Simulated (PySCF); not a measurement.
A structure optimised at PBE0-D3(BJ)/def2-TZVP (Å):
```
atom  x, y, z in Å
B1     2.0249   -0.1365   -0.1761
C2     0.5281   -0.0370    0.1473
N3    -0.5987    0.0384    0.3911
C4    -1.9708    0.1305    0.6879
H5     2.4373    1.0031   -0.2086
H6     2.1005   -0.6891   -1.2526
H7     2.5191   -0.7893    0.7178
H8    -2.5527   -0.3024   -0.1268
H9    -2.2502    1.1775    0.8128
H10   -2.1844   -0.4112    1.6101
```

Neutral, closed shell.

(1) Which heavy atoms are bonded, and with what formal order?

(2) Write the SMILES.

(3) What is the point group of this geometry?

(4) Classify the heavy atoms.

(5) What is the arrangement about C2?

(6) What is the arrangement about C4?

Answers

(1) B1–C2 1.53 Å (single); C2–N3 1.16 Å (triple); N3–C4 1.41 Å (single). Bonds to hydrogen (Å): B1–H5 1.21; B1–H6 1.21; B1–H7 1.21; C4–H8 1.09; C4–H9 1.09; C4–H10 1.09. The orders are those of one drawing; other resonance forms can be drawn.

(2) `[BH3-]C#[N+]C`, C2H6BN.

(3) C3v (every atom within 0.08 Å of its image).

(4) B1: four-coordinate boron; C2: triply bonded carbon; N3: nitrogen bonded to 2 C; C4: N-methyl carbon.

(5) It has 2 neighbours (B1, N3) and is linear (angle 180.0°).

(6) It has 4 neighbours (N3, H8, H9, H10) and is tetrahedral (angles from 109.3° to 109.7°).

All values are computed, not measured.
